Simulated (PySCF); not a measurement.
SnO₂, SMILES [O]=[Sn]=[O]. Geometry optimised at PBE-D3(BJ)/def2-TZVP. The def2 effective core potentials stand for the cores of Sn; spin–orbit coupling is left out.

These are PBE-D3(BJ)/def2-TZVP in PySCF 2.14.0 values and carry that method's errors.

Harmonic wavenumbers (cm⁻¹): 151, 151, 753, 867. Rotational constants (GHz): 4.744 (linear); symmetry number 2.

### Question
Work out the zero-point energy and the ideal-gas rigid-rotor harmonic-oscillator thermochemistry at 298.15 K and 1 atm.

### Answer
ZPE = ½ Σ hcν = ½ × 1922 cm⁻¹ = 2.75 kcal/mol. H − E(el) = 5.72 kcal/mol. Entropy in cal/(mol K): translation 40.94, rotation 14.87, vibration 5.73, total 61.55. G − E(el) = -12.63 kcal/mol. Cp = 12.04 cal/(mol K).
